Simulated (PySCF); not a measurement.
# What a mistake does to a calculation on BH5NOSi

These are calculations, not measurements. The program is PySCF 2.14.0, an open-source quantum chemistry code, run on an isolated molecule that a program drew, which may never have been made. The molecule is BH5NOSi (charge 0, doublet), drawn as the SMILES string `BN[SiH]O`.

Each row is a Hartree-Fock (HF) and frozen-core CCSD(T) single point in the cc-pV(D+d)Z basis, meant for a local HF minimum. Run 1 is clean. Each other run has one planted mistake out of seven kinds, and not every kind appears here: one electron removed, one electron added, multiplicity raised by two, geometry at a saddle point, minimal basis STO-3G, one bond length entered in bohr, all coordinates scaled. The reference is restricted for singlets and unrestricted otherwise, and also for a bond in bohr. Adding or removing an electron swaps singlet and doublet. Electrons count all cores. HOMO and LUMO are orbital energies over both spins, the gradient is its largest component, and the lowest frequency (negative if imaginary) is given only where the gradient is small. Bond lengths are over the 8 bonds as drawn. T1 is the CCSD diagnostic: over 0.02 (restricted) or 0.045 (unrestricted) a single reference is doubtful.

Geometry of the clean run:
```xyz
9
BH5NOSi, angstrom
B    -0.5155    1.1900    2.0502
N    -0.1840    1.2767    0.6866
Si    1.3699    1.6151   -0.0117
O     1.4758    0.6468   -1.3489
H     0.3435    1.3228    2.8800
H    -1.6538    0.9859    2.3774
H    -0.9389    1.1640    0.0338
H     2.4070    1.3131    1.0045
H     2.1074    0.8699   -2.0160
```

```
run,electrons,basis functions,<S^2>,HOMO (eV),LUMO (eV),gradient (hartree/bohr),lowest frequency (cm^-1),mean bond (Å),longest bond (Å),T1,HF (hartree),CCSD(T) (hartree),mistake
1,39,90,0.754,-8.63,2.06,1.8e-05,44,1.3292,1.737,0.0155,-445.91243,-446.48683,no fault
2,39,90,3.775,-5.33,-2.62,4.2e-02,-,1.3292,1.737,0.0822,-445.66159,-446.23314,multiplicity raised by two
3,39,29,0.753,-5.84,5.92,4.4e-02,-,1.3292,1.737,0.0206,-440.48803,-440.69006,minimal basis STO-3G
4,38,90,0.000,-17.24,-6.67,1.1e-01,-,1.3292,1.737,0.0187,-445.62997,-446.20786,one electron removed
5,39,90,0.753,-8.54,2.16,1.2e-02,-,1.3106,1.713,0.0150,-445.91059,-446.48222,?
6,39,90,1.671,-7.82,0.87,4.6e-02,-,1.5224,3.282,0.0555,-445.74922,-446.31421,?
```

**Which mistake was planted in run 5, and what did it cost?**

The mean and the longest bond both change by the same factor, 0.986, and the gradient is no longer small. So the mistake is: all coordinates scaled. Subtracting run 1 and multiplying by 627.51 kcal/mol a hartree, the energy moved by 1.2 kcal/mol in HF and 2.9 kcal/mol in CCSD(T).

**Which mistake was planted in run 6, and what did it cost?**

The mean bond changes by a factor of 1.145 and the longest by 1.889, so the molecule wasn't scaled as a whole. A length L in bohr read as angstrom grows by (1/0.5292 - 1) L = 0.890 L. The 8 bonds together grew by 8 x 0.1932 = 1.546 Å, which gives L = 1.737 Å. That is bond N2-Si3, 1.737 Å in the clean geometry. So the mistake is: one bond length entered in bohr. Subtracting run 1 and multiplying by 627.51 kcal/mol a hartree, the energy moved by 102.4 kcal/mol in HF and 108.3 kcal/mol in CCSD(T).

Cautions from the logs. Run 2: T1 is over the limit, so its CCSD(T) energy is less reliable; run 6: T1 is over the limit, so its CCSD(T) energy is less reliable.
